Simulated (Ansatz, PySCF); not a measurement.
Process, species as SMILES: C[Si](C)(C)C [tetramethylsilane] → [CH3] (CH3) + C[Si](C)C (the C-Si bond at the site shown breaks; other sites are not compared here)
Structures are relaxed separately at B3LYP-D3(BJ)/def2-TZVP in Ansatz (an electronic-structure program). Frequencies are from Ansatz or PySCF.

Property: bond dissociation energy (enthalpy at 298 K, with B3LYP-D3(BJ) rigid-rotor harmonic-oscillator terms), in kcal/mol. Valence correlation only, unless marked. Open shells are spin-unrestricted. Spin-orbit coupling is left out. No relativistic terms. Basis-set limits of correlation are two-point, X^-3; Hartree-Fock from the larger set.

Level to compare with: CCSD(T)/CBS(cc-pV(T+d)Z,cc-pV(Q+d)Z) (Ansatz), 92.9 kcal/mol. It is a level with limits of its own, and the differences hold the functionals' basis error too.

**Question.** Rank these functionals by how close they come to CCSD(T)/CBS(cc-pV(T+d)Z,cc-pV(Q+d)Z), closest first: BLYP/def2-TZVPD (Ansatz); PBE0/def2-TZVPD (Ansatz); B97M-V/def2-TZVPD (Ansatz).

**Answer.** B97M-V/def2-TZVPD (meta-GGA with VV10, 91.3 kcal/mol, difference -1.6), PBE0/def2-TZVPD (global hybrid, 87.2 kcal/mol, difference -5.7), BLYP/def2-TZVPD (GGA, 81.9 kcal/mol, difference -11.0)
